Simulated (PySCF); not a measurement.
Sn(F)(Cl)2(NH2) (Cl2FH2NSn), SMILES [NH2][Sn]([Cl])([F])[Cl].

Geometry: B3LYP-D3(BJ)/def2-SVP. The structure was generated by enumeration; whether it is a known compound was not checked. The def2 effective core potentials stand for the cores of Sn; spin–orbit coupling is left out. One conformer was computed; it need not be the lowest.

These are HF/def2-TZVP in PySCF values and carry that method's errors.

| Quantity | Value |
|---|---|
| total energy | -1287.63494 hartree |
| highest occupied level | -12.50 eV |
| lowest empty level | 1.04 eV |
| orbital gap | 13.54 eV |
| dipole moment | 2.78 D |
| quadrupole, principal values (traceless, Buckingham form, about the centre of nuclear charge) | -11.28, 0.66, 10.62 D·Å |
| mean static polarisability | 61.2 bohr³ (9.07 Å³) |
| polarisability, principal values | 50.7, 62.7, 70.2 bohr³ |
